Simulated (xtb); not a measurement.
C2H6AlFO2, SMILES [F][Al]([O]C)[O]C. All values are semi-empirical tight-binding results from xtb (GFN2-xTB unless named), good for trends rather than for accurate numbers. The structure is a stationary point at GFN2-xTB. The structure was generated by enumeration; whether it is a known compound was not checked. One conformer was computed; it need not be the lowest.

Optimised geometry:

Bonds (Å): Al1–F2 1.647, Al1–O3 1.648, Al1–O8 1.645, O3–C4 1.401, C4–H5 1.091, C4–H6 1.093, C4–H7 1.093, O8–C9 1.400, C9–H10 1.091, C9–H11 1.093, C9–H12 1.093. Angles (°): F2–Al1–O3 123.0, F2–Al1–O8 114.7, O3–Al1–O8 122.3, Al1–O3–C4 156.3, O3–C4–H5 111.4, O3–C4–H6 109.1, O3–C4–H7 109.1, H5–C4–H6 109.0, H5–C4–H7 109.0, H6–C4–H7 109.2, Al1–O8–C9 153.4, O8–C9–H10 111.5, O8–C9–H11 109.0, O8–C9–H12 109.1, H10–C9–H11 109.0, H10–C9–H12 109.0, H11–C9–H12 109.2.
Charge 0, spin multiplicity 1.

For metal compounds this method's bond lengths and energies can be far off.

The orbital gap is 4.19 eV and the zero-point energy is 52.7 kcal/mol. The G − E(el) at 298.15 K (modified RRHO) is 30.7 kcal/mol.

Computed atomic charges and the Wiberg bond orders between heavy atoms:
charges (e) Al1 0.49, F2 -0.25, O3 -0.32, C4 0.04, H5 0.05, H6 0.05, H7 0.05, O8 -0.32, C9 0.04, H10 0.05, H11 0.05, H12 0.05. Bond orders Al1–F2 1.21, Al1–O3 1.34, O3–C4 0.97, Al1–O8 1.34, O8–C9 0.97.
